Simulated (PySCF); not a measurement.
C3H6FNSi.

```xyz
12

F      1.7433     0.0747    -1.2511
Si     0.9041     0.1503     0.1480
C     -0.5194     1.3326     0.0771
C     -1.6519     0.6161     0.1775
C     -1.5323    -0.8680     0.3599
N     -0.1290    -1.1952     0.4143
H      1.9778     0.3399     1.1585
H     -0.5326     2.4158    -0.0624
H     -2.6565     1.0524     0.1289
H     -2.0653    -1.3776    -0.4691
H     -2.0650    -1.1617     1.2866
H      0.1183    -2.1636     0.5583
```

Geometry: PBE0-D3(BJ)/def2-SVP. The structure was generated by enumeration; whether it is a known compound was not checked. One conformer was computed; it need not be the lowest.

Calculation: PySCF with PBE/pcSseg-1. Non-relativistic, no solvent.

Computed absolute GIAO shielding of each atom: isotropic value and principal components (ppm):
```tsv
atom	σ(iso)	σ11	σ22	σ33	span
F1	287.6	223.9	296.4	342.4	118.5
Si2	344.4	311.2	356.0	365.8	54.6
C3	52.0	-52.2	41.0	167.3	219.5
C4	20.6	-102.3	23.1	141.0	243.3
C5	123.0	106.9	117.6	144.5	37.6
N6	204.4	172.8	206.0	234.3	61.5
H7	25.5	21.8	23.5	31.1	9.2
H8	25.1	24.0	24.9	26.3	2.4
H9	24.0	22.8	23.2	25.8	3.0
H10	27.0	22.2	25.5	33.2	10.9
H11	27.2	22.4	25.7	33.4	11.1
H12	29.6	22.1	27.5	39.1	17.0
```
